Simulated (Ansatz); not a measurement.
The cluster Re6⁻, relaxed as a doublet with UKS r2SCAN-D4/def2-SVPD in Ansatz, starting from the GFN2-xTB geometry. Force threshold 0.02 eV/Å.

In the def2 sets Re takes a core potential; there is no spin–orbit coupling. The charge -1 doublet is spin-contaminated (final ⟨S²⟩ up to 3.90, 0.75 for a pure state). The structure comes from a short search, and lower isomers may exist.

Start:

```csv
atom,x (Å),y (Å),z (Å)
Re1,0.381,-1.736,0.297
Re2,-0.428,1.837,2.149
Re3,-1.639,0.284,0.696
Re4,-0.101,0.512,-1.721
Re5,1.351,0.940,0.728
Re6,0.435,-1.838,-2.148
```

| step | energy (eV) | largest force component (eV/Å) | SCF passes |
| --- | --- | --- | --- |
| 1 | -12785.1694 | 2.352 | 225 |
| 2 | -12787.2702 | 1.678 | 72 |
| 3 | -12787.4299 | 2.102 | 72 |
| 4 | -12787.7332 | 0.389 | 69 |
| 5 | -12787.7467 | 0.185 | 62 |
| 6 | -12787.7506 | 0.034 | 50 |
| 7 (rejected) | -12787.7464 | 0.145 | 52 |
| 8 | -12787.7506 | 0.006 | 53 |

Force components are those of the run's own axes.

End:

```xyz
6

Re    0.3273   -1.5042    0.3621
Re   -0.3992    1.7121    2.0011
Re   -1.4413    0.1808    0.5410
Re   -0.1081    0.5461   -1.4807
Re    1.2179    0.7678    0.5667
Re    0.4034   -1.7026   -1.9901
```

By distances, no bond broke or formed. The bond that changes most is Re1–Re3, from 2.88 to 2.45 Å (atoms count from 1).

No frequencies were taken in this run, so the end may be a saddle point.

It took 7.5 min on 4 threads of Arm Neoverse V2 on a shared host, peak host memory 1.1 GiB.
